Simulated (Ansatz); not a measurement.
One change: `FC(F)(F)CC(Cl)Cl` becomes `CC(F)(F)F`.

Ansatz, PBE0-D4/def2-TZVP geometries, multiplicity 1. Each molecule was computed in one conformer, which needn't be the lowest.

```tsv
property	`FC(F)(F)CC(Cl)Cl`
HOMO energy (B3LYP/def2-TZVPP) / eV	-8.69
HOMO energy (PBE/def2-TZVPP) / eV	-7.53
LUMO energy (B3LYP/def2-TZVPP) / eV	-0.57
HOMO–LUMO gap (PBE0/def2-TZVPP) / eV	8.68
LUMO energy (PBE0/def2-TZVPP) / eV	-0.29
HOMO–LUMO gap (B3LYP/def2-TZVPP) / eV	8.12
```

(1) Give the same properties after the change, and the shifts. (Best estimate.)

Results:

(1) Computed: 
```json
{"property": "HOMO energy (B3LYP/def2-TZVPP) / eV", "`CC(F)(F)F`": "-10.69", "shift": "-2.00"}
{"property": "HOMO energy (PBE/def2-TZVPP) / eV", "`CC(F)(F)F`": "-9.10", "shift": "-1.57"}
{"property": "LUMO energy (B3LYP/def2-TZVPP) / eV", "`CC(F)(F)F`": "1.05", "shift": "1.62"}
{"property": "HOMO–LUMO gap (PBE0/def2-TZVPP) / eV", "`CC(F)(F)F`": "12.35", "shift": "3.67"}
{"property": "LUMO energy (PBE0/def2-TZVPP) / eV", "`CC(F)(F)F`": "1.44", "shift": "1.73"}
{"property": "HOMO–LUMO gap (B3LYP/def2-TZVPP) / eV", "`CC(F)(F)F`": "11.73", "shift": "3.61"}
```

With PBE0 the HOMO falls by 1.95 eV and the LUMO rises by 1.73 eV, so the gap widens by about 3.68 eV. PBE moves the HOMO by -1.57 eV and ωB97M-V by -2.10 eV. The zero-point energy changes by -28.2 kJ/mol with -9 modes.

B3LYP here is the variant with VWN-RPA as its local correlation; programs differ in this.
